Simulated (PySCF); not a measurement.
C2H5B2N.
SMILES with atom numbers: `[CH:1]#[C:2][BH:3][BH:4][NH2:5]` (hydrogens: H6 on C1; H7 on B3; H8 on B4; H9, H10 on N5)

Jobs on this species (10 atoms, 34 electrons) with PySCF (density fitting). Hardware of each: an Arm Neoverse V1 with one thread, on a shared host. Times come from a shared host and carry two figures at best. Peak memory is the resident size of the whole Python process, interpreter and libraries included.

```tsv
level and settings	work	basis functions	SCF cycles	wall time	peak memory
PBE0/IGLO-III	shieldings, charges and field gradients	225	?	?	?
PBE0/STO-3G	shieldings, charges and field gradients	30	?	?	?
B97-2/pcSseg-2	shieldings	250	14	35 s	0.88 GiB
PBE0/6-31G*	shieldings, charges and field gradients	80	14	5.3 s	0.42 GiB
PBE0/aug-cc-pVDZ	shieldings, charges and field gradients	160	14	13 s	0.74 GiB
PBE0/6-31+G*	10 singlets by full TDDFT, 4 Tamm–Dancoff triplets, polarisability	100	14	8.2 s	0.50 GiB
LDA/def2-SVPD	10 singlets by full TDDFT, 4 Tamm–Dancoff triplets, polarisability, ΔSCF ions	140	15	26 s	0.38 GiB
PBE0/cc-pVDZ	shieldings, charges and field gradients	95	14	6.7 s	0.49 GiB
PBE0/6-31G	shieldings, charges and field gradients	55	13	3.8 s	0.42 GiB
```

Fill in the missing figures.

- PBE0/IGLO-III; shieldings, charges and field gradients: 19 s, 0.94 GiB, 14 SCF cycles
- PBE0/STO-3G; shieldings, charges and field gradients: 1.9 s, 0.42 GiB, 13 SCF cycles

What do all jobs in the table cost together?

About 2.0 min; the longest takes about 29 % of that, and about 18 times as long as the shortest.
